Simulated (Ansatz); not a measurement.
Species: SF, charge 0, multiplicity 2. 
Geometry from a B3LYP-D3(BJ)/def2-TZVP (Ansatz, a first-principles code) optimisation:
```xyz
2

S      0.0000     0.0000    -0.5793
F      0.0000     0.0000     1.0299
```
Charge 0, spin multiplicity 2.

Computed values are from Ansatz. Cores are frozen in the correlated levels unless marked. Open shells are spin-unrestricted. Spin-orbit coupling is left out. Non-relativistic. Basis-set limits of correlation are two-point, X^-3; Hartree-Fock from the larger set (for Q and 5 zeta extrapolated as (X+1)exp(-9√X)).

The atomisation energy De comes out as 84.7 kcal/mol at CCSD(T)/CBS(cc-pV(Q+d)Z,cc-pV(5+d)Z) and the vertical ionisation energy (to the triplet) comes out as 10.36 eV at CCSD(T)/CBS(aug-cc-pV(T+d)Z,aug-cc-pV(Q+d)Z). The vertical electron affinity (to the singlet; negative means unbound) is 2.20 eV at CCSD(T)/CBS(aug-cc-pV(T+d)Z,aug-cc-pV(Q+d)Z). The total energy is -497.4799 Eh at CCSD(T)/CBS(cc-pV(Q+d)Z,cc-pV(5+d)Z) and the dipole moment is 0.85 D at CCSD(T)/aug-cc-pV(D+d)Z. The T1 diagnostic is 0.018 at CCSD/cc-pV(5+d)Z.
